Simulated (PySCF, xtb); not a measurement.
B(AsH2)(F)(H) (AsBFH3), SMILES [AsH2]BF.

The structure is a stationary point at PBE-D3(BJ)/def2-TZVP.

Method: C-PCM-PBE0/def2-SVP (PySCF 2.14.0).

The values are the electrostatic part of the solvation free energy, E(continuum) − E(gas) at the gas-phase geometry, in a cavity of scaled van der Waals radii (PySCF's table); cavitation and dispersion terms are not included. In vacuum the orbital gap is 6.31 eV. The dipole moment in vacuum is 0.71 D.

```tsv
solvent	ε	ΔG(elec) (kcal/mol)	dipole (D)	gap (eV)
water	78.36	-1.3	0.94	6.36
acetone	20.49	-1.2	0.93	6.36
N,N-dimethylformamide	37.22	-1.3	0.94	6.36
```

For comparison, GFN2-xTB/ALPB(water) (xtb, at the GFN2-xTB geometry, all terms of that model) gives -1.6 kcal/mol.
